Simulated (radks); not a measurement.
Excited configurations of K III: one electron is placed in a higher orbital outside [Ne] 3s2 3p4. The ground configuration is [Ne] 3s2 3p5. Method: scalar-relativistic Kohn-Sham, LDA (Slater exchange, Perdew-Wang correlation), spin-polarised, spherical densities, point nucleus; open shells are filled with parallel spins first; computed with a radial shooting solver on a logarithmic mesh with Libxc functionals. Excitation = E - E(ground); binding = E(ion) - E, where the ion is the core of charge +3; n* = 3/sqrt(2 binding) in atomic units, and the quantum defect is n - n*.

| outer orbital | excitation (eV) | binding (eV) | n* | eigenvalue (eV) | <r> (bohr) |
|---|---|---|---|---|---|
| 3d | 21.969 | 24.002 | 2.259 | -17.865 | 1.736 |
| 4p | 29.625 | 16.346 | 2.737 | -13.772 | 3.590 |
| 4f | 37.971 | 8.000 | 3.912 | -6.448 | 5.603 |
| 6s | 39.652 | 6.319 | 4.402 | -5.502 | 9.976 |
| 6p | 40.377 | 5.594 | 4.679 | -4.854 | 10.98 |
| 6f | 42.240 | 3.731 | 5.729 | -3.187 | 14.84 |
| 7s | 41.712 | 4.259 | 5.362 | -3.730 | 14.83 |

The Delta-SCF ionisation energy is 45.971 eV (NIST Atomic Spectra Database: 45.803 eV, semi-empirical). Self-interaction in the functional shifts the binding energies and quantum defects, so they are the method's values and not measured ones. Open shells are spherical and high-spin; term and fine-structure splittings are not resolved.
